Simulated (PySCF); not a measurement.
A mixed set of molecules. Computed with TDDFT CAM-B3LYP/def2-SVPD, vertical, gas phase, core orbitals frozen in the response in PySCF. Geometries: PBE0-D3(BJ)/def2-SVP; one conformer of each isolated species. Triplets are in the Tamm–Dancoff approximation.

Problem. Rank by computed lowest singlet excitation energy, highest first.
A. `[O]=[Ca]`
B. `[NH3+][AlH2-][N]1CCCC1`
C. `O->[Si](<-O)(F)(F)(F)F`
D. `B/C=C/C=C`

Solution. C (8.99 eV), D (4.88 eV), B (4.70 eV), A (1.94 eV).

```json
{"SMILES": "O->[Si](<-O)(F)(F)(F)F", "S1 (eV)": "8.99", "HOMO (eV)": "-12.13", "T1 (eV)": "8.64", "f (S1)": "0.028", "LUMO (eV)": "0.08", "S1 mainly": "H→L (68%)"}
{"SMILES": "B/C=C/C=C", "S1 (eV)": "4.88", "HOMO (eV)": "-8.53", "T1 (eV)": "2.67", "f (S1)": "0.708", "LUMO (eV)": "-1.32", "S1 mainly": "H→L (98%)"}
{"SMILES": "[NH3+][AlH2-][N]1CCCC1", "S1 (eV)": "4.70", "HOMO (eV)": "-6.86", "T1 (eV)": "–", "f (S1)": "0.036", "LUMO (eV)": "0.25", "S1 mainly": "H→L (92%)"}
{"SMILES": "[O]=[Ca]", "S1 (eV)": "1.94", "HOMO (eV)": "-6.14", "T1 (eV)": "1.59", "f (S1)": "0.039", "LUMO (eV)": "-1.42", "S1 mainly": "H→L (89%)"}
```

H and L stand for HOMO and LUMO; a dash means that no computed state gives the value.
